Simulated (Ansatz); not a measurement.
Steps of a relaxation of C$_{3}$H$_{9}$OTa (`[CH3][Ta]([CH3])([CH3])=[O]`) with RKS PBE-D4/def2-SVP.

```sh
$ ansatz run in.yaml --threads 4 --pin off --events-out ev --progress --plain --max-ram 11315MiB
```

```yaml
crystal:
  periodic: [false, false, false]
  atoms:
    - {symbol: C, position_ang: [-1.866500, 0.876200, 0.305100]}
    - {symbol: Ta, position_ang: [0.165900, 0.381500, -0.416900]}
    - {symbol: C, position_ang: [1.564700, 0.437500, 1.329500]}
    - {symbol: C, position_ang: [0.220800, -1.690600, -1.306500]}
    - {symbol: O, position_ang: [0.741100, 1.631500, -1.758900]}
    - {symbol: H, position_ang: [-2.603300, 0.091200, 0.087500]}
    - {symbol: H, position_ang: [-1.865500, 1.127200, 1.387400]}
    - {symbol: H, position_ang: [-2.228900, 1.841500, -0.252300]}
    - {symbol: H, position_ang: [2.397100, 1.201800, 1.193800]}
    - {symbol: H, position_ang: [1.043000, 0.714800, 2.285400]}
    - {symbol: H, position_ang: [2.045300, -0.565400, 1.497200]}
    - {symbol: H, position_ang: [-0.863200, -2.104100, -1.235400]}
    - {symbol: H, position_ang: [0.786000, -2.327500, -0.743400]}
    - {symbol: H, position_ang: [0.450600, -1.644700, -2.343700]}
basis:
  gaussian: {orbitals: def2-SVP}
hamiltonian: {xc: pbe, dispersion: d4}
relax: {f_tol: 0.03, max_steps: 200}
```

Positions (Å) and forces (eV/Å) along the path, 5 of 5 steps:

```xyz
14
step=1 energy=-6847.5068 eV
C    -1.867    0.876    0.305    0.486    1.780   -1.305
Ta    0.166    0.382   -0.417    1.804    2.601   -3.111
C     1.565    0.438    1.329    0.144    0.542   -0.522
C     0.221   -1.691   -1.306   -4.068    2.992    0.103
O     0.741    1.631   -1.759   -1.839   -3.820    4.173
H    -2.603    0.091    0.087   -0.256   -0.383    0.021
H    -1.865    1.127    1.387    0.029   -0.141    0.078
H    -2.229    1.841   -0.252    0.447   -1.301    0.753
H     2.397    1.202    1.194   -0.566   -0.587    0.021
H     1.043    0.715    2.285   -0.021   -0.112   -0.322
H     2.045   -0.565    1.497   -0.177    0.249   -0.152
H    -0.863   -2.104   -1.235    1.036    0.563   -0.044
H     0.786   -2.328   -0.743    2.333   -2.249    1.793
H     0.451   -1.645   -2.344    0.648   -0.133   -1.485
14
step=2 energy=-6848.5694 eV
C    -1.829    0.893    0.268    0.004    0.834   -0.511
Ta    0.188    0.362   -0.404   -0.359   -0.164    0.274
C     1.551    0.450    1.293    0.389    0.271    0.012
C     0.190   -1.632   -1.292   -1.377    0.704   -0.034
O     0.679    1.510   -1.620   -0.072   -0.271    0.307
H    -2.574    0.092    0.077    0.024   -0.148    0.014
H    -1.836    1.117    1.361    0.073   -0.110   -0.020
H    -2.218    1.823   -0.246    0.233   -0.534    0.272
H     2.383    1.191    1.179   -0.221   -0.226   -0.002
H     1.024    0.712    2.246   -0.064   -0.046   -0.213
H     2.024   -0.551    1.465   -0.095    0.099   -0.101
H    -0.857   -2.063   -1.230    0.397    0.328    0.023
H     0.809   -2.309   -0.714    0.748   -0.583    0.359
H     0.453   -1.625   -2.354    0.318   -0.153   -0.381
14
step=3 energy=-6848.6272 eV
C    -1.867    0.935    0.248   -0.049    0.052    0.008
Ta    0.127    0.314   -0.325    0.590    0.129   -0.280
C     1.586    0.461    1.271   -0.098   -0.046    0.149
C     0.190   -1.619   -1.301   -0.349    0.066    0.046
O     0.704    1.435   -1.509   -0.163    0.049   -0.038
H    -2.573    0.093    0.060   -0.038    0.010    0.040
H    -1.851    1.119    1.348   -0.068   -0.010    0.017
H    -2.279    1.843   -0.242    0.087   -0.084    0.014
H     2.416    1.190    1.159   -0.129   -0.036   -0.105
H     1.029    0.720    2.202    0.050   -0.021    0.073
H     2.040   -0.547    1.432   -0.022    0.012    0.019
H    -0.855   -2.012   -1.232    0.029   -0.083   -0.033
H     0.831   -2.312   -0.715    0.099   -0.087    0.005
H     0.489   -1.649   -2.368    0.060    0.049    0.085
14
step=4 energy=-6848.6548 eV
C    -1.842    0.928    0.250   -0.004   -0.031    0.065
Ta    0.154    0.320   -0.338   -0.124    0.120   -0.113
C     1.574    0.454    1.291    0.030    0.006    0.051
C     0.173   -1.623   -1.293   -0.106   -0.021    0.010
O     0.639    1.466   -1.543    0.079   -0.037    0.034
H    -2.560    0.095    0.063    0.006    0.002    0.019
H    -1.846    1.126    1.348   -0.019   -0.020   -0.013
H    -2.231    1.833   -0.259    0.041   -0.018   -0.016
H     2.391    1.189    1.145   -0.010   -0.002    0.000
H     1.039    0.716    2.236    0.013   -0.003   -0.035
H     2.038   -0.548    1.449   -0.001    0.010   -0.002
H    -0.862   -2.042   -1.247    0.045    0.012   -0.010
H     0.828   -2.318   -0.718    0.024   -0.007   -0.035
H     0.492   -1.626   -2.355    0.026   -0.011    0.045
14
step=5 energy=-6848.6580 eV
C    -1.843    0.928    0.258    0.006    0.001    0.001
Ta    0.150    0.327   -0.344   -0.005   -0.011    0.009
C     1.571    0.453    1.288   -0.001   -0.001   -0.008
C     0.163   -1.622   -1.291   -0.001    0.005    0.003
O     0.668    1.464   -1.543    0.007    0.007   -0.008
H    -2.555    0.092    0.069   -0.001   -0.002    0.001
H    -1.853    1.126    1.355   -0.001    0.000    0.000
H    -2.229    1.830   -0.257   -0.001    0.001    0.000
H     2.382    1.194    1.140    0.000    0.000    0.001
H     1.034    0.713    2.229   -0.002    0.000    0.002
H     2.041   -0.546    1.444    0.001    0.001    0.000
H    -0.866   -2.052   -1.258    0.000   -0.002   -0.001
H     0.824   -2.312   -0.716    0.000    0.000    0.003
H     0.500   -1.623   -2.346    0.001    0.001   -0.003
```

Hardware: 4 threads of an Arm Neoverse V1 on a shared host. Wall time 11 s, peak host memory 0.18 GiB.
